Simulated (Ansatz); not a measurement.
The same path of a periodic cell of 17 atoms, Be₁₆I (surface Be(0001), adsorbate I) was run twice with different band settings. Lost on the way: Be15–I17. Made: Be14–I17.

Method: DFT PBEsol, scalar-relativistic, plane waves, PAW (Ansatz). Settings: cutoff 420 eV, k mesh 4x4x1, gaussian smearing 0.15 eV, no spin polarisation.

Relaxed end points:

```xyz
17
Lattice="4.5800 0.0000 0.0000 2.2900 3.9664 0.0000 0.0000 0.0000 17.3826" Properties=species:S:1:pos:R:3
Be 0.000 1.322 1.000
Be 2.290 1.322 1.000
Be 1.145 3.305 1.000
Be 3.435 3.305 1.000
Be 0.000 0.006 2.786
Be 2.290 0.000 2.771
Be 1.140 1.980 2.786
Be 3.440 1.980 2.787
Be 0.000 1.322 4.603
Be 2.290 1.316 4.549
Be 1.139 3.309 4.548
Be 3.440 3.309 4.549
Be 0.000 -0.045 6.366
Be 2.291 0.000 6.228
Be 1.184 2.006 6.367
Be 3.398 2.005 6.367
I 0.002 1.320 8.498
```

```xyz
17
Lattice="4.5800 0.0000 0.0000 2.2900 3.9664 0.0000 0.0000 0.0000 17.3826" Properties=species:S:1:pos:R:3
Be 0.000 1.322 1.000
Be 2.290 1.322 1.000
Be 1.145 3.305 1.000
Be 3.435 3.305 1.000
Be 0.005 -0.003 2.787
Be 2.285 -0.003 2.786
Be 1.145 1.983 2.771
Be 3.435 1.989 2.786
Be 0.005 1.326 4.549
Be 2.284 1.326 4.548
Be 1.145 3.299 4.549
Be 3.435 3.306 4.603
Be -0.037 0.021 6.367
Be 2.329 0.023 6.367
Be 1.146 1.983 6.228
Be 3.435 1.938 6.366
I 1.147 -0.663 8.498
```

Common settings: movable images 3; climbing image yes; optimiser quadratic models (default); force threshold 0.05 eV/Å; end points relaxed; atoms held 1 to 4.

| run | spring | start path | iteration limit | theory |
| --- | --- | --- | --- | --- |
| 1 | 2.0 to 10.0 eV/Å², energy-weighted | straight line | 27 | DFT PBEsol, scalar-relativistic, plane waves, PAW cutoff 420 eV, k mesh 4x4x1, gaussian smearing 0.15 eV, no spin polarisation |
| 2 | 5.0 eV/Å² | default | 34 | DFT PBEsol, scalar-relativistic, plane waves, PAW cutoff 250 eV, k mesh 4x4x1, gaussian smearing 0.15 eV, no spin polarisation |

Problem. What does each run give, and how far can it be trusted?

Solution. Run 1: converged after 7 iterations, highest image 0.134 eV above the first end. The profile has 2 maxima (images 1, 3) with wells between them (image 2): this band takes more than one step, which may be the mechanism or a detour left from its start path. By the program's own check the climbing image is of a kind that is not told: the force calls were inconclusive, a negative curvature could not be distinguished from the path's own, the only one lies far off the path, or fixed occupations may fill a level only in part (lowest curvatures found: -1.02 and 0.49 eV/Å²).
Run 2: converged after 7 iterations, highest image 0.132 eV above the first end. The profile has 2 maxima (images 1, 3) with wells between them (image 2): this band takes more than one step, which may be the mechanism or a detour left from its start path. The order of the stationary point at the top wasn't checked. The plane-wave cutoff is below what these datasets need, so energies and pressures aren't converged.
Limits of this set-up: coarse k mesh, thin slab, slab without dipole correction, odd electron count without spin.
